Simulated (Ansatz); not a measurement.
Born–Oppenheimer molecular dynamics of CH8AlNO2Si (14 atoms, charge 0, multiplicity 1). It starts from a relaxed structure.

The calculation used RHF/6-31G (Ansatz).

```
ensemble        : NVT, Nosé–Hoover chain
time step       : 0.5 fs
steps asked     : 250
set temperature : 300 K
thermostat      : time constant 100 fs, chain length 3 (defaults)
masses          : H 10 u
seed            : 158987
```

First frame:

```xyz
14
Properties=species:S:1:pos:R:3
C 0.412 -1.234 -1.951
O -0.358 -0.619 -0.923
Si 0.042 0.358 0.408
N 0.828 -0.471 1.741
O 1.246 1.398 -0.219
Al -2.174 1.285 0.937
H 1.063 -0.510 -2.422
H 1.008 -2.043 -1.549
H -0.275 -1.631 -2.682
H 1.786 -0.743 1.725
H 0.322 -0.870 2.498
H 1.903 1.902 0.236
H -2.716 2.604 0.212
H -3.102 0.545 2.017
```

Q: How far do the bonds stretch over the last three quarters of this one trajectory? (Pairs bonded in most of those frames.)

A: 
| bond | mean (Å) | spread (Å) | shortest | longest |
| --- | --- | --- | --- | --- |
| C1–O2 | 1.429 | 0.012 | 1.41 | 1.45 |
| C1–H7 | 1.082 | 0.009 | 1.06 | 1.10 |
| C1–H8 | 1.084 | 0.017 | 1.05 | 1.12 |
| C1–H9 | 1.081 | 0.018 | 1.05 | 1.11 |
| O2–Si3 | 1.702 | 0.017 | 1.68 | 1.73 |
| Si3–N4 | 1.760 | 0.040 | 1.70 | 1.83 |
| Si3–O5 | 1.702 | 0.031 | 1.65 | 1.76 |
| Si3–Al6 | 2.471 | 0.016 | 2.44 | 2.50 |
| N4–H10 | 0.998 | 0.016 | 0.96 | 1.03 |
| N4–H11 | 0.997 | 0.014 | 0.97 | 1.02 |
| O5–H12 | 0.942 | 0.015 | 0.91 | 0.97 |
| Al6–H13 | 1.604 | 0.005 | 1.60 | 1.61 |
| Al6–H14 | 1.606 | 0.025 | 1.57 | 1.64 |

Mean temperature of the second half: 173 K. The conserved energy stayed within 0.029 meV per atom of its start (net change 0.024 meV per atom), so the integration is sound. The mean temperature of the second half is 42 % below the set value. A run of 0.12 ps of so small a system gives no equilibrium averages. Limits of this set-up: no polarisation functions.

The run took 13 min on 1 thread of Intel(R) Xeon(R) Platinum 8375C CPU @ 2.90GHz (Ice Lake), on a shared host, peak memory 0.18 GiB.
